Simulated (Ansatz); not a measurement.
SbCl3⁺. The state is a doublet with charge 1. Geometry PBE0-D4/def2-SVP, that of the neutral singlet; atoms count from 1.

```xyz
4

Sb   -0.4613   -0.6872   -0.2756
Cl    1.3561    0.0886   -1.5702
Cl    0.6481   -0.7907    1.8075
Cl   -1.5429    1.3894    0.0383
```

In the def2 sets Sb takes a core potential; there is no spin–orbit coupling.

Estimate the Mulliken populations from the PBE0/def2-TZVP orbitals of Ansatz.


```json
{"atom": "Sb1", "charge (e)": "1.09", "spin (α − β)": "0.23"}
{"atom": "Cl2", "charge (e)": "-0.03", "spin (α − β)": "0.26"}
{"atom": "Cl3", "charge (e)": "-0.03", "spin (α − β)": "0.26"}
{"atom": "Cl4", "charge (e)": "-0.03", "spin (α − β)": "0.26"}
```
Mulliken values and Mayer orders depend strongly on the basis.

Where does the spin sit?

Summed by element: Sb 0.23, Cl 0.77, of 1 unpaired in all. Largest on single atoms: Cl2 0.26, Cl3 0.26, Cl4 0.26.

And the Mayer bond orders between bonded heavy atoms (over 0.3)?

Sb1–Cl2 1.15 (2.36 Å); Sb1–Cl3 1.15 (2.36 Å); Sb1–Cl4 1.15 (2.36 Å).
